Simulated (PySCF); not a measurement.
# UHF on In (indium, neutral)

Configuration: [Kr] 4d10 5s2 5p1, 2P determinant. All numbers are calculated (PySCF 2.14, scalar relativity through the core potential, in def2-SVP with the def2 core potential (28 electrons) (4s4p2d, 26 functions)).

* Total energy: -189.206336 hartree
* One-electron energy: -334.8288 hartree
* Hartree (Coulomb) energy: 161.4391 hartree
* Exchange energy: -15.8166 hartree
* ⟨S²⟩: 0.7588
* ⟨L²⟩: 2.025
* Sum of ⟨r⟩: 28.33 bohr
* Sum of ⟨r²⟩: 56.95 bohr²
* Traceless quadrupole moment −½Σ⟨3z² − r²⟩ along its main axis: -6.46 e·bohr²
* Time after the integrals: 0.08 s of wall time on 1 thread of Neoverse-V1 (shared host)

```tsv
shell	electrons	mean orbital energy (eV)	spread (eV)	rms radius, mean of both spins (bohr)
4s α	1	-146.22	0	0.912
4s β	1	-146.19	0	0.912
4p α	3	-98.676	0.121	0.995
4p β	3	-98.644	0.326	0.995
4d α	5	-27.489	0.266	1.27
4d β	5	-27.439	0.395	1.27
5s α	1	-11.519	0	2.93
5s β	1	-10.014	0	2.93
5p α	1	-5.433	0	4.00
```

Energies and moments cover only the electrons outside the core potential.
